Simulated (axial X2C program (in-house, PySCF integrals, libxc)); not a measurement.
# ScB: from the spin-free to the two-component result

All values were computed with an in-house all-electron X2C program for linear molecules (integrals from PySCF). Spin-free means the one-electron spin-free X2C Hamiltonian; two-component (2c) means X2C with spin–orbit coupling and atomic mean-field two-electron Coulomb and Gaunt terms, so the difference of the two also holds small scalar two-electron terms. Basis: Sc dyall-cv3z [10s11p7d5f2g], B dyall-v3z [7s6p2d1f] (cores contracted in-house); Gaussian nuclei, density fitting, unrestricted open shells. Masses: Sc 44.956 u, B 11.009 u.

Spin-free state: M_S = 2, Λ = 0 (beyond evenly filled blocks: 2 × σα, π+α, π-α); fragments Sc + B.

| level | Re (Å) | ωe (cm⁻¹) | μ (D) |
| --- | --- | --- | --- |
| PW91 | 2.098 | 598.8 | -3.76 |

Dipoles are positive if B is the positive end.

Two-component determinant lowest at the distance of the search:

Ω = 2 (⟨Sz⟩ = 2.00, ⟨Lz⟩ = 0.00 at PW91); fragments Sc + B.

```json
{"level": "PW91", "Re (Å)": "2.098", "ωe (cm⁻¹)": "598.6", "μ (D)": "-3.76"}
```

(1) From the two tables, how do the constants change at the PW91 level (2c against spin-free)?

One determinant describes the state; a PBE0 search over occupations chose it and may have missed a lower one. De is not given where an atomic determinant may have missed its ground term or J level, or where the truncated virtual space spoils (T). Density functionals use the spin component along the axis (collinear). Other states lie close and PBE0, whose exact exchange favours high spin, may order them wrongly; the determinant shown need not be the ground state. The nearest other spin-free determinant of the search, M_S = 1, Λ = 0, lies 0.53 eV up at the distance of the search. The functionals have no current-density term, which raises determinants with orbital currents, atoms included. The spin of this state cannot come from the lowest atoms; the curve heads to a higher limit, and no De is given. With several unpaired electrons one determinant need not be a pure state. Open-shell Ω = 0 determinants with evenly filled partner blocks cannot be reached by this program, so the Ω shown need not be the lowest component.

Answers

(1) At the PW91 level Re is unchanged within 0.001 Å and ωe stays the same within 0.2 cm⁻¹.
